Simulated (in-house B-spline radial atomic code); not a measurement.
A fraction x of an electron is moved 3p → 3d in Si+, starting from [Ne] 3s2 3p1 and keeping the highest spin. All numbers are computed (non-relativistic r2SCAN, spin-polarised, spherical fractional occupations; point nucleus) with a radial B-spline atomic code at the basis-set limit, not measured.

```json
{"x": "0", "E(x) - E(0) (eV)": "0.0000", "3p up level (eV)": "-12.184", "3d up level (eV)": "-"}
{"x": "0.125", "E(x) - E(0) (eV)": "1.1127", "3p up level (eV)": "-12.439", "3d up level (eV)": "-3.598"}
{"x": "0.25", "E(x) - E(0) (eV)": "?", "3p up level (eV)": "?", "3d up level (eV)": "?"}
{"x": "0.375", "E(x) - E(0) (eV)": "?", "3p up level (eV)": "?", "3d up level (eV)": "?"}
{"x": "0.5", "E(x) - E(0) (eV)": "4.4214", "3p up level (eV)": "-13.112", "3d up level (eV)": "-4.274"}
{"x": "0.625", "E(x) - E(0) (eV)": "5.5274", "3p up level (eV)": "-13.305", "3d up level (eV)": "-4.448"}
{"x": "0.75", "E(x) - E(0) (eV)": "6.6356", "3p up level (eV)": "-13.483", "3d up level (eV)": "-4.609"}
{"x": "0.875", "E(x) - E(0) (eV)": "7.7457", "3p up level (eV)": "-13.646", "3d up level (eV)": "-4.760"}
{"x": "1", "E(x) - E(0) (eV)": "8.8570", "3p up level (eV)": "-", "3d up level (eV)": "-4.901"}
```

Task: What belongs in the row x = 0.25?

Result: An energy change of 2.2157 eV; 3p up at -12.679 eV, 3d up at -3.864 eV.

Task: What belongs in the row x = 0.375?

Result: An energy change of 3.3178 eV; 3p up at -12.903 eV, 3d up at -4.082 eV.

Task: Check Janak's theorem between x = 0.5 and 0.625.

Result: The slope of the energy is 8.85 eV; the orbital levels give 8.85 eV (ε of the receiving orbital less ε of the emptying one, averaged over the two points).
